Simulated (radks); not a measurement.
The numbers below are computed, except where a source is named.
All-electron atom: Pt II in [Xe] 4f11 5d9 6p3 (not the ground configuration). Code: a radial shooting solver on a logarithmic mesh with Libxc functionals. Model: scalar-relativistic Kohn-Sham, BLYP, spin-polarised, spherical densities, finite nucleus; open shells are filled with parallel spins first (spin-orbit coupling, left out, can overturn this in heavy ions); Fermi nuclear charge, rms radius 5.427 fm.

Radial electron density D(r) = 4 pi r^2 rho(r):

r (bohr),D(r) (e/bohr),spin D(r)
0.0008721,7.967,-0.0000113
0.001191,12.67,-0.0000165
0.001615,19.55,-0.0000215
0.002188,29.44,-0.0000214
0.002966,42.93,-0.00000122
0.004052,60.42,0.0000845
0.005491,79.46,0.000341
0.007442,96.76,0.00102
0.01009,106.9,0.00265
0.01378,106.0,0.00629
0.01867,97.97,0.0129
0.02531,97.61,0.0229
0.0343,117.2,0.0337
0.04686,143.0,0.0428
0.06351,139.3,0.0677
0.08607,115.9,0.179
0.1167,123.3,0.513
0.1594,132.6,1.38
0.216,89.80,3.30
0.2927,73.06,6.05
0.3967,84.00,6.93
0.542,51.53,4.69
0.7345,26.46,2.58
0.9954,21.12,1.50
1.349,12.19,0.859
1.843,4.711,1.10
2.498,2.129,1.43
3.385,1.016,0.946
4.588,0.2787,0.276
6.268,0.02918,0.0291
8.495,0.001005,0.00101

D(r) has 4 maxima, at r = 0.0115, 0.0528, 0.146, 0.378 bohr, and minima at 0.0221, 0.0947, 0.270 bohr, inside which lie 1.88, 11.05, 29.81 electrons.
